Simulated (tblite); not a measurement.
Species: C₅H₁₁NOSi₂.
SMILES with atom numbers: `[CH2:1]=[CH:2][CH2:3][C@H:4]([C:5]#[N:6])[SiH2:7][O:8][SiH3:9]` (hydrogens: H10, H11 on C1; H12 on C2; H13, H14 on C3; H15 on C4; H16, H17 on Si7; H18, H19, H20 on Si9)

Computed geometry: GFN2-xTB, gas phase.

What internal coordinates does the optimisation give?

```
                     bond  length (bohr)
                    C1=C2          2.493
                    C2–C3          2.828
                    C3–C4          2.907
                    C4–C5          2.703
                    C5≡N6          2.165
                   C4–Si7          3.633
                   Si7–O8          3.038
                   O8–Si9          3.085
                   C1–H10          2.034
                   C1–H11          2.038
                   C2–H12          2.046
                   C3–H13          2.067
                   C3–H14          2.064
                   C4–H15          2.072
                  Si7–H16          2.759
                  Si7–H17          2.759
Si9–H18, Si9–H19, Si9–H20          2.758
```

Bonds in one row agree within 0.02 bohr and their mean is given. A selection of angles:
```
      angle  degrees
  C2–C1–H10    121.9
  C2–C1–H11    121.8
 H10–C1–H11    116.3
   C1–C2–C3    124.5
  C1–C2–H12    120.6
  C3–C2–H12    114.9
   C2–C3–C4    111.2
  C2–C3–H13    109.3
  C2–C3–H14    110.2
  C4–C3–H13    108.8
  C4–C3–H14    109.1
 H13–C3–H14    108.1
   C3–C4–C5    110.7
  C3–C4–Si7    112.0
  C3–C4–H15    109.0
  C5–C4–Si7    108.4
  C5–C4–H15    107.4
 Si7–C4–H15    109.2
   C4–C5–N6    178.1
  C4–Si7–O8    109.0
 C4–Si7–H16    108.5
 C4–Si7–H17    109.7
 O8–Si7–H16    106.1
 O8–Si7–H17    108.7
H16–Si7–H17    114.7
 Si7–O8–Si9    161.3
 O8–Si9–H18    105.3
 O8–Si9–H19    103.7
 O8–Si9–H20    108.3
H18–Si9–H19    112.6
```

Torsions: C1–C2–C3–C4 -121° (anticlinal); C2–C3–C4–C5 -63° (synclinal); C3–C4–Si7–O8 178° (antiperiplanar); C4–Si7–O8–Si9 -42° (synclinal).

The O–Si distances run from 1.608 Å (Si7–O8, drawn single) to 1.632 Å (O8–Si9, drawn single), a spread of 0.024 Å. The 4 C–C bonds span 1.319 Å (C1=C2, drawn double) to 1.539 Å (C3–C4, drawn single), a spread of 0.220 Å. Si7 (oxygen-bound silicon) is distorted tetrahedral (angles from 106.1° to 114.7°). Si9 (oxygen-bound silicon) is distorted tetrahedral (angles from 103.7° to 113.3°). Of the pairs four or more bonds apart, C5···H12 is among the closest relative to their van der Waals radii: 2.69 Å, 93 % of the sum of Bondi's values.

Point group: C1 (no symmetry element, even within 0.4 Å). GFN2-xTB frequencies show an imaginary mode (24i cm⁻¹), so the point is no minimum at that level. 3 starts were optimised and ended at 0.00, 0.13 and 0.17 kcal/mol (GFN2-xTB); the lowest of these is shown.
